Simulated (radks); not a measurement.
Results of a calculation; reference values are marked as such.
The nuclear charge of the titanium ion Ti2+ is varied continuously with 20 electrons held in [Ar] 3d2. Level of theory: Dirac Kohn-Sham, BLYP, spin-unpolarised, spherical densities, finite nucleus; open shells fill j = l - 1/2 first; Fermi nuclear charge, rms radius 3.5921 fm (a radial shooting solver on a logarithmic mesh with Libxc functionals). By the Hellmann-Feynman theorem dE/dZ = E(electron-nucleus)/Z, the electronic potential at the nucleus (averaged over a nucleus of fixed radius).

Z      E (hartree)  E(electron-nucleus)/Z (hartree)   HOMO  e(HOMO) (eV)  <r> HOMO (bohr)
21      -764.03647                         -86.3590  3d3/2        -7.002            1.994
21.25   -785.79393                         -87.6998  3d3/2        -9.669            1.800
21.5    -807.88597                         -89.0359  3d3/2       -12.699            1.652
21.75   -830.31161                         -90.3687  3d3/2       -16.055            1.536
22      -853.07015                         -91.6993  3d3/2       -19.709            1.441
22.25   -876.16111                         -93.0282  3d3/2       -23.642            1.362
22.5    -899.58416                         -94.3560  3d3/2       -27.837            1.294
22.75   -923.33908                         -95.6832  3d3/2       -32.284            1.235
23      -947.42571                         -97.0099  3d3/2       -36.972            1.183

The central difference of E at Z = 22 is -91.699 hartree, to compare with the third column; the second derivative is -5.32 hartree.
